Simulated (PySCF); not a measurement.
C5H6O2, SMILES O[C@H]1[C@@H](O)[C@H]1C#C. Atoms are numbered in the order given.

```xyz
13

C      2.2888    -0.7265    -0.7332
C      1.3539    -0.6448     0.0362
C      0.2011    -0.5647     0.8799
C     -1.1578    -0.4879     0.1872
O     -1.1652    -0.3403    -1.1877
C     -0.6439     0.7140     0.9084
O     -0.2913     1.7974     0.1567
H      3.1412    -0.7817    -1.3846
H      0.2428    -1.1455     1.8071
H     -1.9787    -1.0862     0.6005
H     -0.4728    -0.9021    -1.5640
H     -1.0697     0.9747     1.8826
H     -0.4634     1.5433    -0.7647
```

Geometry optimised at PBE0-D3(BJ)/def2-SVP. The structure was generated by enumeration; whether it is a known compound was not checked. Other conformers were not sampled.

All values below come from PBE0-D3(BJ)/def2-SVP run with PySCF.

Frequencies are harmonic and unscaled.

Problem. List the normal modes with their intensities. (Estimate from the structure and the level; the computed values follow.)

Solution. 
```tsv
mode	ν (cm⁻¹)	IR (km/mol)	moving atoms (share of kinetic energy)
1	120	4.1	O 42 %, C 39 %, H 19 %
2	137	3.2	C 51 %, O 34 %, H 15 %
3	258	6.3	O 49 %, H 45 %
4	285	69.6	H 53 %, O 40 %
5	347	13.2	C 63 %, O 24 %, H 13 %
6	394	15.4	C 65 %, O 23 %, H 12 %
7	525	130.1	H 90 %
8	610	6.4	C 70 %, H 22 %
9	654	38.6	H 69 %, C 30 %
10	660	33.0	C 68 %, H 21 %, O 11 %
11	696	4.7	C 62 %, O 24 %, H 14 %
12	714	31.3	H 76 %, C 24 %
13	762	21.7	C 53 %, H 40 %
14	801	16.5	C 50 %, H 47 %
15	955	27.8	C 59 %, O 21 %, H 20 %
16	1017	27.2	H 48 %, C 47 %
17	1026	34.1	H 56 %, C 42 %
18	1102	4.3	H 76 %, C 23 %
19	1105	28.5	H 62 %, C 30 %
20	1202	36.5	H 46 %, O 27 %, C 26 %
21	1242	105.6	H 70 %, O 18 %, C 13 %
22	1314	50.9	H 81 %, C 14 %
23	1348	10.2	C 48 %, H 48 %
24	1369	8.5	C 50 %, H 45 %
25	1392	27.1	H 65 %, C 29 %
26	1481	83.9	C 61 %, H 34 %
27	2236	25.0	C 91 %, H 9 %
28	3157	14.9	H 92 %, C 8 %
29	3179	0.4	H 92 %, C 8 %
30	3189	16.8	H 91 %, C 9 %
31	3489	93.8	H 86 %, C 14 %
32	3748	86.9	H 94 %
33	3802	72.1	H 94 %
```
